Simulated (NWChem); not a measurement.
Molecule: SiICl, singlet; SMILES Cl[Si]I

Computed with NWChem. Low-valent species are run as closed-shell singlets; no triplet was tried in these runs. Structure relaxed at the PBE0/def2-SVP level. def2 effective core potentials on I; no spin-orbit coupling. LC-ωPBE (HJS hole) with def2-SVP; x = 1 − exp(−ω/0.25 bohr⁻¹) is a scale chosen for this fit.

```
row           x  −ε(HOMO) (eV)
--------  -----  -------------
ω = 0.05  0.181           7.05
ω = 0.15  0.451           8.29
ω = 0.20  0.551           8.74
ω = 0.25  0.632       withheld
ω = 0.50  0.865          10.11
```

Task: Fit a straight line of the last column on the one before it, predict the withheld value, and compare with the run.

Result: 
1. Means of the 4 shown rows: x = 0.5120, y = 8.547. Slope Σ(x − x̄)(y − ȳ)/Σ(x − x̄)² = 1.070/0.2394 = 4.471; intercept 6.258.
2. The shown rows scatter about the line by 0.017 (root mean square); the largest residual is +0.02, at ω = 0.20.
3. At x = 0.632 (ω = 0.25; inside the shown range) the line gives 9.08.
4. The run gives 9.10, +0.02 from the line.
